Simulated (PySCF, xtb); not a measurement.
B(Cl)(OH)(SH) (BClH2OS), SMILES OB(S)Cl. One conformer was computed; it need not be the lowest.

Harmonic wavenumbers (cm⁻¹) from xtb with GFN2-xTB at its own minimum, in rising order: 213, 314, 337, 412, 490, 566, 730, 805, 989, 1246, 2470, 3586.

Question: What does B3LYP-D3(BJ)/def2-SVP (PySCF 2.14.0) give at its own minimum? (An estimate is asked for; the answer gives what the named calculation found.)

Answer: 237, 348, 363, 475, 541, 546, 810, 875, 1125, 1378, 2673, 3835. Paired by order, the mean absolute difference is 91 cm⁻¹ and the zero-point energies are 17.4 and 18.9 kcal/mol.
